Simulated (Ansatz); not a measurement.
`BOC[SiH2]C` and `BOC[SiH2]Cl` differ in one atom or group.

Ansatz, PBE0-D4/def2-TZVP geometries, multiplicity 1. Each molecule was computed in one conformer, which needn't be the lowest.

```tsv
property	`BOC[SiH2]C`
HOMO energy (ωB97M-V/def2-TZVPP) / eV	-10.57
HOMO–LUMO gap (ωB97M-V/def2-TZVPP) / eV	12.01
size of the dipole moment (ωB97M-V/def2-TZVPP) / D	1.41
size of the dipole moment (B3LYP/def2-TZVPP) / D	1.41
LUMO energy (B3LYP/def2-TZVPP) / eV	-0.64
HOMO energy (B3LYP/def2-TZVPP) / eV	-8.09
```

Q: Give the same properties after the change, and the shifts. (An estimate is asked.)

A: The calculation gave: 
```
                                          property  `BOC[SiH2]Cl`  shift
             HOMO energy (ωB97M-V/def2-TZVPP) / eV         -10.83  -0.26
           HOMO–LUMO gap (ωB97M-V/def2-TZVPP) / eV          12.02   0.01
size of the dipole moment (ωB97M-V/def2-TZVPP) / D           0.43  -0.98
  size of the dipole moment (B3LYP/def2-TZVPP) / D           0.43  -0.98
               LUMO energy (B3LYP/def2-TZVPP) / eV          -0.90  -0.26
               HOMO energy (B3LYP/def2-TZVPP) / eV          -8.36  -0.27
```

Dipoles are sizes alone; their direction can turn.

B3LYP here is the variant with VWN-RPA as its local correlation; programs differ in this.
